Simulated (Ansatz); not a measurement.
An input meant for the cluster Be2Se2 (charge 0, singlet; atoms displaced at random, 0.15 Å in each coordinate).

```yaml
crystal:
  periodic: [false, false, false]
  atoms:
    - {symbol: Be, position_ang: [0.504190, 0.613767, -0.098139]}
    - {symbol: Be, position_ang: [0.504190, 0.563767, -0.398139]}
    - {symbol: Se, position_ang: [-0.755360, 1.736387, 0.632565]}
    - {symbol: Se, position_ang: [0.344169, -1.532455, -0.457618]}
basis:
  gaussian: {orbitals: aug-cc-pVDZ}
magnetization: {spin_polarized: true, initial_magnetization: 0}
hamiltonian: {xc: {name: revPBE0}}
```

```sh
$ ansatz run in.yaml --threads 4 --pin off --events-out ev --progress --plain --max-ram 3916MiB
```

Output, abridged:

```
Functional definition: revPBE0
1237 factors; integrals over basis functions are off by at most 1.7e-4 eV
mean field evaluation 1: about -131220.3570 eV, gradient 4.7e1 eV
mean field evaluation 2: about -131168.3829 eV, gradient 8.7e1 eV
mean field evaluation 4: about -131233.0472 eV, gradient 2.8e1 eV
mean field evaluation 8: about -131241.3815 eV, gradient 3.0e-1 eV
mean field evaluation 16: about -131241.9197 eV, gradient 3.3e-3 eV
mean field evaluation 32: about -131242.4304 eV, gradient 2.8e-3 eV
mean field evaluation 64: about -131242.4304 eV, gradient 1.8e-5 eV
a density is far from that of the atoms, so the factors are made again for it
1331 factors; integrals over basis functions are off by at most 1.5e-4 eV
mean field -131242.43042981 eV, -4823.0703589811 hartree, gradient 4.4e-6 eV, S^2 0.883356; 0 other end points of the search recorded, 0 dependent functions left out
reference -131242.43053008 eV, -4823.0703626660 hartree; 38, 38 occupied and 80, 80 virtual orbitals, 1331 factors
Total energy: -131242.43053008 eV, -4823.0703626660 hartree
```

In this input one atom was put on top of another. Self-consistency was reached. The result belongs to that input, not to the species as meant.

The unrestricted singlet has broken spin symmetry (⟨S²⟩ up to 0.88).
